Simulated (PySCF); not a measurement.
B3LYP has the VWN-RPA correlation part, as in Gaussian. Delta-SCF ions had no search for a lower state. Excitations are Tamm–Dancoff values on a coarser integration grid. The basis has no diffuse functions, so Rydberg states are missing or too high.

Cartesian coordinates (Å):
```xyz
10

C     -0.6819    -0.4146    -1.2158
C     -0.5805     0.5483    -0.0657
Si     0.5243     0.5858     1.2216
O      1.7651    -0.4518     1.5034
H     -0.5767     0.0935    -2.1796
H      0.0876    -1.1896    -1.1792
H     -1.6496    -0.9259    -1.2296
H     -1.3173     1.3472    -0.0369
H      0.5245     1.5832     2.2952
H      1.9044    -1.1760     0.8866
```
Charge 0, multiplicity 1.

Question: What is the computed S1 excitation (TDA), T1 excitation (TDA), S1 oscillator strength, total energy, LUMO, vertical ionisation energy (Delta-SCF), HOMO–LUMO gap and dipole moment (B3LYP-D3(BJ)/def2-TZVP (PySCF 2.14.0))?

Answer: 
```
Property                                      Result
--------------------------------------  ------------
S1 excitation (TDA)                          4.29 eV
T1 excitation (TDA)                          3.10 eV
S1 oscillator strength                         0.011
total energy                            -444.6402 Ha
LUMO                                        -0.34 eV
vertical ionisation energy (Delta-SCF)       7.85 eV
HOMO–LUMO gap                                5.25 eV
dipole moment                                 0.97 D
```
